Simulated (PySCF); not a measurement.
Spinor energies of Er³⁴⁺ (erbium, charge +34)

Start: [Ar] 3d10 4s2 4p4; 4p1/2 filled at m_j = -1/2, +1/2; 4p3/2 filled at m_j = +1/2, +3/2. Calculated with PySCF 2.14 in an even-tempered Gaussian basis (17 s from 3.5 bohr⁻², ratio 2.8; 13 p from 4.6 bohr⁻², ratio 2.8; 8 d from 8.1 bohr⁻², ratio 2.8; 4 f from 22 bohr⁻², ratio 3): generalised Hartree-Fock with the X2C-1e Hamiltonian and a Gaussian nucleus; one run each with spin-orbit coupling (SO) switched off, then screened by Boettger's factors.

| spinor shell | electrons | ε, spin-free (eV) | ε, screened SO (eV) | weight of nominal j (screened SO) | rms radius, screened SO (bohr) |
| --- | --- | --- | --- | --- | --- |
| 1s1/2 | 2 | -59176.6 | -59161.4 | 1.000 | 0.0231 |
| 2s1/2 | 2 | -11224.0 | -11218.2 | 1.000 | 0.0934 |
| 2p1/2 | 2 | -10086.7 | -10736.6 | 1.000 | 0.0797 |
| 2p3/2 | 4 | -10086.7 | -9811.7 | 1.000 | 0.0865 |
| 3s1/2 | 2 | -3591.9 | -3589.2 | 1.000 | 0.237 |
| 3p1/2 | 2 | -3236.7 | -3380.0 | 1.000 | 0.228 |
| 3p3/2 | 4 | -3236.7 | -3173.6 | 1.000 | 0.242 |
| 3d3/2 | 4 | -2800.5 | -2825.3 | 1.000 | 0.214 |
| 3d5/2 | 6 | -2800.5 | -2780.5 | 1.000 | 0.217 |
| 4s1/2 | 2 | -1609.3 | -1608.3 | 1.000 | 0.503 |
| 4p1/2 | 2 | -1482.6 | -1522.9 | 0.998 | 0.501 |
| 4p3/2 | 2 | -1482.6 | -1464.0 | 0.998 | 0.523 |

| quantity | spin-free | screened SO |
| --- | --- | --- |
| E (hartree) | -12424.65081 | -12436.88409 |
| M_J | 2 | 2 |
| ⟨J²⟩ | 6.001 | 6.004 |
| ⟨L²⟩ | 2.001 | 3.215 |
| ⟨S²⟩ | 2.000 | 1.458 |

Each row is a mean over spinors that exchange with the open shell spreads, by up to 15.769 eV (4s1/2).

Breit and QED terms are absent; they matter most for the inner s and p1/2 levels.

Densities and radii are taken from the X2C orbitals without a picture-change correction, which distorts them close to the nucleus.

Without spin-orbit coupling the j labels of p, d and f shells carry no meaning; the spin-free column gives the mean over the occupied spinors of each nl shell.
